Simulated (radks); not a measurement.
The scandium ion Sc2+ inside a hard spherical wall (all orbitals vanish at R), configuration held at [Ar] 3d1 and not refilled when levels cross. All-electron calculation, scalar-relativistic Kohn-Sham, r2SCAN, spin-polarised, spherical densities, finite nucleus; open shells are filled with parallel spins first; meta-GGA in the generalised Kohn-Sham scheme; Fermi nuclear charge, rms radius 3.5459 fm. Program: a radial shooting solver on a logarithmic mesh with Libxc functionals. Eigenvalues in eV for spin up, with the zero of energy where the potential of the charges vanishes at infinity; a dash marks a level that is unbound or too diffuse for the functional's potential to be trusted. A positive occupied level is held by the wall or, in an anion where self-interaction has pushed it up, behind a barrier. The pressure on the wall is -dE/dV.

[
 {"R (bohr)": "free", "E (hartree)": "-763.53941", "kinetic (hartree)": "769.394", "e(2p)": "-408.32", "e(3s)": "-72.784", "e(3p)": "-50.371", "e(3d)": "-17.886", "e(4s, empty)": "-15.211", "e(4p, empty)": "-11.096", "pressure (GPa)": "0"},
 {"R (bohr)": "15", "E (hartree)": "-763.53941", "kinetic (hartree)": "769.394", "e(2p)": "-408.32", "e(3s)": "-72.784", "e(3p)": "-50.371", "e(3d)": "-17.886", "e(4s, empty)": "-15.211", "e(4p, empty)": "-11.096", "pressure (GPa)": "< 0.0001"},
 {"R (bohr)": "12", "E (hartree)": "-763.53941", "kinetic (hartree)": "769.394", "e(2p)": "-408.32", "e(3s)": "-72.784", "e(3p)": "-50.371", "e(3d)": "-17.886", "e(4s, empty)": "-15.211", "e(4p, empty)": "-11.096", "pressure (GPa)": "< 0.0001"},
 {"R (bohr)": "10", "E (hartree)": "-763.53941", "kinetic (hartree)": "769.394", "e(2p)": "-408.32", "e(3s)": "-72.784", "e(3p)": "-50.371", "e(3d)": "-17.886", "e(4s, empty)": "-15.210", "e(4p, empty)": "-11.088", "pressure (GPa)": "< 0.0001"},
 {"R (bohr)": "8", "E (hartree)": "-763.53940", "kinetic (hartree)": "769.394", "e(2p)": "-408.32", "e(3s)": "-72.783", "e(3p)": "-50.369", "e(3d)": "-17.884", "e(4s, empty)": "-15.190", "e(4p, empty)": "-10.995", "pressure (GPa)": "0.000951"},
 {"R (bohr)": "7", "E (hartree)": "-763.53933", "kinetic (hartree)": "769.395", "e(2p)": "-408.31", "e(3s)": "-72.776", "e(3p)": "-50.363", "e(3d)": "-17.877", "e(4s, empty)": "-15.115", "e(4p, empty)": "-10.769", "pressure (GPa)": "0.00784"},
 {"R (bohr)": "3.5", "E (hartree)": "-763.48526", "kinetic (hartree)": "769.750", "e(2p)": "-406.58", "e(3s)": "-71.576", "e(3p)": "-49.169", "e(3d)": "-15.891", "e(4s, empty)": "-3.785", "e(4p, empty)": "5.159", "pressure (GPa)": "22.6"},
 {"R (bohr)": "3", "E (hartree)": "-763.36507", "kinetic (hartree)": "770.517", "e(2p)": "-404.24", "e(3s)": "-70.070", "e(3p)": "-47.550", "e(3d)": "-13.396", "e(4s, empty)": "7.909", "e(4p, empty)": "19.006", "pressure (GPa)": "113"}
]
